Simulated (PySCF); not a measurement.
Electron correlation in Se³²⁺ (selenium, charge +32)

Starting occupation: 1s2. Computed with PySCF 2.14 in an uncontracted even-tempered set (17 s from 5.2 bohr⁻², ratio 2.6; 11 p from 6.8 bohr⁻², ratio 2.6; 6 d from 7 bohr⁻², ratio 2.8; 3 f from 310 bohr⁻², ratio 2.8), with X2C-1e with screened-nucleus spin-orbit coupling, Gaussian nucleus. Frozen: nothing; 2 electrons correlated; the 34 highest virtual spinors left out.

Total MP2 correlation energy: -49.50 mhartree.

With two correlated electrons CCSD is exact within the correlated space (frozen core and kept virtual orbitals).

The virtual space was cut to 52 spinors, which keep -46.85 of the -49.50 mhartree of MP2 correlation.

```csv
level,correlation energy (mhartree)
CCSD,-47.32
```

Diagnostics: T1 = 2.7e-06, largest double amplitude 0.002.

Is a single reference adequate?

Yes: T1 lies below 0.03 and no double amplitude reaches 0.07.

The coupled-cluster values are those of the cut space; adding the MP2 remainder, -2.65 mhartree, estimates the full space.

At this charge the one-electron X2C treatment keeps the bare 1/r₁₂, with no two-electron picture change or Breit term. That inflates the 1s pair energies well beyond their four-component values.
